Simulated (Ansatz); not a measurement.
A nudged elastic band was laid between two geometries of AlF2H3SSe (8 atoms, charge 0, multiplicity 1).

The calculation used Ansatz 0.2.0, RKS PBE/def2-SVP.

- movable images: 5
- climbing image: yes
- spring: 5.0 eV/Å²
- optimiser: quadratic models (default)
- start path: through a guess of the saddle point
- force threshold: 0.03 eV/Å
- iteration limit: 60
- end points: relaxed

Initial state:

```xyz
8
Properties=species:S:1:pos:R:3
Al -0.524 -0.770 0.237
S -1.911 0.804 -0.453
F -0.293 -2.093 -0.776
F -0.365 -0.976 1.900
H 1.322 1.595 -0.557
Se 1.911 0.338 -0.023
H -1.986 0.243 -1.694
H 1.845 0.859 1.367
```

Final state:

```xyz
8
Properties=species:S:1:pos:R:3
Al 0.075 -0.794 0.394
S -1.362 1.113 -0.560
F -0.372 -1.833 -0.859
F -0.683 -0.989 1.881
H -0.307 1.609 -1.269
Se 2.265 0.022 0.312
H -1.721 0.263 -1.566
H 2.105 0.610 1.667
```

(1) Which bonds break or form, and what moves?

(2) Give the energies along the band, and the barrier.

(3) What is the geometry of the highest image?

(4) What are the harmonic wavenumbers there?

## Answers

(1) Bonds broken: H5–Se6. Bonds formed: S2–H5.

(2) The run converged. The highest image is number 3 of 0 to 6, 3.0 kcal/mol above the first end and 5.5 kcal/mol above the last; the last end lies 2.5 kcal/mol below the first. A vibrational analysis at the climbing image gives one clearly imaginary mode, 398i cm⁻¹: a first-order saddle point. The orbitals stay closed-shell, which can raise the energy where a bond breaks towards radicals; this wasn't checked here.

```json
{"image": "0", "path coordinate (Å)": "0.00", "energy (kcal/mol)": "0.0", "H5–Se6 (Å)": "1.49", "S2–H5 (Å)": "3.33"}
{"image": "1", "path coordinate (Å)": "0.48", "energy (kcal/mol)": "0.3", "H5–Se6 (Å)": "1.49", "S2–H5 (Å)": "2.89"}
{"image": "2", "path coordinate (Å)": "0.96", "energy (kcal/mol)": "1.3", "H5–Se6 (Å)": "1.53", "S2–H5 (Å)": "2.37"}
{"image": "3", "path coordinate (Å)": "1.44", "energy (kcal/mol)": "3.0", "H5–Se6 (Å)": "1.74", "S2–H5 (Å)": "1.80"}
{"image": "4", "path coordinate (Å)": "2.06", "energy (kcal/mol)": "-1.2", "H5–Se6 (Å)": "2.47", "S2–H5 (Å)": "1.41"}
{"image": "5", "path coordinate (Å)": "2.67", "energy (kcal/mol)": "-2.3", "H5–Se6 (Å)": "3.10", "S2–H5 (Å)": "1.37"}
{"image": "6", "path coordinate (Å)": "3.29", "energy (kcal/mol)": "-2.5", "H5–Se6 (Å)": "3.41", "S2–H5 (Å)": "1.36"}
```

(3) 
```xyz
8
Properties=species:S:1:pos:R:3
Al -0.270 -0.850 0.333
S -1.451 1.012 -0.433
F -0.409 -2.127 -0.747
F -0.446 -1.068 1.986
H 0.344 1.141 -0.497
Se 1.875 0.380 -0.145
H -1.475 0.517 -1.705
H 1.833 0.995 1.208
```

(4) 398i, 101, 123, 151, 186, 253, 256, 348, 436, 504, 549, 576, 750, 924, 1040, 1084, 2359, 2608 cm⁻¹.

The run took 2.7 min on 2 threads of Arm Neoverse V1, with other jobs on the host, peak memory 0.16 GiB.
